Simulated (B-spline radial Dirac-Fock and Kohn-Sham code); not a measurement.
## Os¹⁸⁺: scattering cross sections and density moments

System: the Os¹⁸⁺ ion, configuration 1s2 2s2 2p6 3s2 3p6 3d10 4s2 4p6 4d10 4f12.

Method: configuration-average Dirac-Fock orbitals. Computed with a radial atomic solver.

```
Sum of ⟨r⟩                          : 18.17 bohr
Sum of ⟨r²⟩                         : 8.642 bohr²
Sum of ⟨1/r⟩                        : 553.44 per bohr
Langevin diamagnetic susceptibility : -6.84 × 10⁻⁶ cm³/mol
Lamb shielding (α²/3)Σ⟨1/r⟩         : 9824 ppm
```

Coherent scattering is the Thomson cross section weighted by f₀², without anomalous dispersion; incoherent scattering is Klein-Nishina weighted by S. The Lamb formula is the non-relativistic shielding expression. Electron correlation is left out. A dash stands where the photon energy is too low for the impulse approximation behind that column.

```
hν (keV)  coherent (b)  incoherent (b)  incoherent per electron (b)
       5          1896               –                            –
      10          1296           6.214                        0.107
 17.4793         730.0           11.29                        0.195
      20         622.1           12.68                        0.219
      30         374.1           16.90                        0.291
     100         57.78           23.20                        0.400
     200         16.94           21.47                        0.370
     500         3.072           16.28                        0.281
```

Incoherent scattering overtakes coherent scattering between 100 and 200 keV.
